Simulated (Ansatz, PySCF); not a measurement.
Dimer: HI (SMILES I) (first 2 atoms) with Si2H6 (SMILES [SiH3][SiH3]); geometry from B3LYP-D3(BJ)/def2-TZVP, rigid monomers moved along the line of their centres of mass till H2···Si3 is 2.80 Å.
(charge 0, multiplicity 1):
| atom | x (Å) | y (Å) | z (Å) |
|---|---|---|---|
| I | -0.6121 | -0.3548 | -0.5704 |
| H | 0.3242 | -0.2524 | 0.7434 |
| Si | -0.4297 | -0.0031 | 3.4322 |
| Si | 0.0647 | 0.1801 | 5.7164 |
| H | -1.2489 | -1.2084 | 3.1632 |
| H | 0.8292 | -0.1167 | 2.6499 |
| H | -1.1627 | 1.1924 | 2.9526 |
| H | -1.1880 | 0.2988 | 6.5011 |
| H | 0.8992 | 1.3805 | 5.9642 |
| H | 0.8049 | -1.0196 | 6.1767 |

Interaction energies are E(AB) − E(A) − E(B) at the monomers' geometry in the complex; basis-set methods are counterpoise corrected. Rows marked so take none.

Cores are frozen in the correlated methods. Filled d and f shells under p-block atoms count as core. Rows in 3-21G carry no dispersion term and start afresh at each structure; the Pople sets are all-electron and without relativity.

Codes used: Ansatz (a quantum-chemistry and plane-wave program) with Gaussian orbitals; PySCF for 3-21G rows. Each number belongs to the level named beside it. In def2 rows elements past Kr take small-core potentials, without spin–orbit coupling.

**Question.** What is the computed interaction energy (HF/3-21G (no counterpoise))?

**Answer.** 2.3 kcal/mol

**Question.** Predict the interaction energy from SCS-MP2/def2-SVPD.

**Answer.** 1.1 kcal/mol

**Question.** Predict the interaction energy from MP2/def2-SVPD.

**Answer.** 0.4 kcal/mol
